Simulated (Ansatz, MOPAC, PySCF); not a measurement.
Gas-phase reaction in SMILES: [SiH](N)(N)N → N[Si](N)N + H atom (the H-Si bond breaks)

Wanted: bond dissociation energy (enthalpy at 298 K), in kcal/mol. Set-up: 6-31G* and kin with 6d, 5d where marked; no spin-orbit coupling; open shells spin-unrestricted; no dispersion term unless named; frozen cores in correlated levels; non-relativistic; PM7 with its own dispersion and hydrogen-bond terms. CBS(X,Y): correlation extrapolated as X^-3; Hartree-Fock from the larger set. First-principles rows: single points at B3LYP-D3(BJ) geometries (Ansatz, a first-principles code), with unscaled harmonic terms from B3LYP/6-31G* (Ansatz) at its own minima. Semi-empirical rows: MOPAC heats of formation at their own minima for 298 K.

```tsv
species	coefficient	E at M06-2X/6-31G* (5d) (PySCF), Eh	E at PBE0/def2-TZVPD (Ansatz), Eh	H(298 K) - E, kcal/mol	heat of formation at PM7 (MOPAC), kcal/mol
N[SiH](N)N	-1	-457.91484	-457.83127	60.16	-40.15
N[Si](N)N	+1	-457.26103	-457.17947	53.99	-27.58
H atom	+1	-0.49667	-0.50104	1.48	52.10
```

Coupled cluster (Ansatz) is a level with limits of its own, used here on species with T1 under 0.025 (0.045 for open shells) and stable references: CCSD(T)/CBS(aug-cc-pV(T+d)Z,aug-cc-pV(Q+d)Z). Value to compare with, CCSD(T)/CBS(aug-cc-pV(T+d)Z,aug-cc-pV(Q+d)Z) (Ansatz): 96.4 kcal/mol. 1 Eh = 627.5095 kcal/mol.

### Question
Work the quantity out at each level, and compare with CCSD(T)/CBS(aug-cc-pV(T+d)Z,aug-cc-pV(Q+d)Z) (Ansatz).

### Answer

- M06-2X/6-31G* (5d): the sum of coefficient times E is 0.15714 Eh, or 98.61 kcal/mol; the thermal terms add -4.69. Result: 93.9 kcal/mol. Its difference against CCSD(T)/CBS(aug-cc-pV(T+d)Z,aug-cc-pV(Q+d)Z) (Ansatz) is -2.5 kcal/mol.
- PBE0/def2-TZVPD: the sum of coefficient times E is 0.15076 Eh, or 94.60 kcal/mol; the thermal terms add -4.69. Result: 89.9 kcal/mol. Its difference against CCSD(T)/CBS(aug-cc-pV(T+d)Z,aug-cc-pV(Q+d)Z) (Ansatz) is -6.5 kcal/mol.
- PM7: the sum of coefficient times heat of formation is 64.67 kcal/mol; it needs no thermal term. Its difference against CCSD(T)/CBS(aug-cc-pV(T+d)Z,aug-cc-pV(Q+d)Z) (Ansatz) is -31.7 kcal/mol.
